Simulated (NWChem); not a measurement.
System: C$_{2}$H$_{3}$B; SMILES BC#C

NWChem input:

```
start job
memory heap 200 mb stack 900 mb global 1100 mb
geometry units angstroms noautoz
  B     -0.004523    -1.395508     0.011603
  C     -0.003093     0.112954     0.010118
  C     -0.001827     1.334050     0.009613
  H     -0.000763     2.409977     0.008981
  H      1.040229    -1.999817     0.012881
  H     -1.050330    -1.997982     0.010999
end
basis spherical
  * library aug-pcseg-1
end
dft
  xc pbe0
  iterations 150
  mulliken
end
task dft energy
```

Geometry: optimised at PBE0/def2-SVP.

Task: What results follow from this input? (PBE0/aug-pcseg-1.) Quantities: basis functions; energy (Ha); highest occupied level (eV); orbital gap (eV); dipole (D).

Result: 
| Property | Result |
|---|---|
| number of basis functions | 96 |
| energy (Ha) | -102.62 |
| highest occupied level (eV) | -8.07 |
| orbital gap (eV) | 5.64 |
| dipole (D) | 0.99 |
